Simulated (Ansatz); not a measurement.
## Energy profile

The step: BCl₂F ([F][B]([Cl])[Cl]) + HCl → BCl₃ ([Cl][B]([Cl])[Cl]) + HF; bonds formed: B1–Cl6, F2–H5; bonds broken: B1–F2, H5–Cl6 (atoms numbered as in the saddle structure below).

B1  (-0.081, -0.404, 0.143)
F2  (-0.986, 0.758, -0.311)
Cl3  (-0.168, -1.740, -0.999)
Cl4  (-0.277, -0.707, 1.864)
H5  (0.023, 1.290, -0.464)
Cl6  (1.489, 0.803, -0.233)
(Å)

Electronic energies by CCSD(T) at an estimated basis limit (MP2 extrapolated from triple and quadruple zeta, plus CCSD(T) − MP2 in triple zeta), on PBE0-D4/def2-TZVP structures; BHCl₃F, closed shell; no counterpoise correction. Ansatz 0.2.0; basis: def2-TZVPP and def2-QZVPP; cores frozen in the correlated methods. Extrapolation: Hartree–Fock as exp(−7.88 √X), correlation as X^−2.97.

(1) Give the profile in eV, counted from the separated reactants. (Judge from chemistry; the value comes from the calculation.)

The T1 diagnostic stays at or below 0.012.

Results:

(1) Computed:
```csv
point,eV
"separated: BCl₂F (linked as [F][B]([Cl])[Cl]; B1, F2, Cl3, Cl4; singlet) + HCl (H5, Cl6; singlet)",0.000
start structure,-0.089
saddle,1.358
end structure,0.477
"separated: BCl₃ (linked as [Cl][B]([Cl])[Cl]; B1, Cl3, Cl4, Cl6; singlet) + HF (F2, H5; singlet)",0.557
```

For scale, one of the runs: CCSD(T)/def2-TZVPP, 202 basis functions, launched by `ansatz run in.yaml --threads 4 --pin off --events-out ev --progress --plain --max-ram 9574MiB`. Time: 2.2 min of wall clock on 4 CPU threads of an Intel Xeon; the host was shared. Peak host memory: 2.4 GiB.
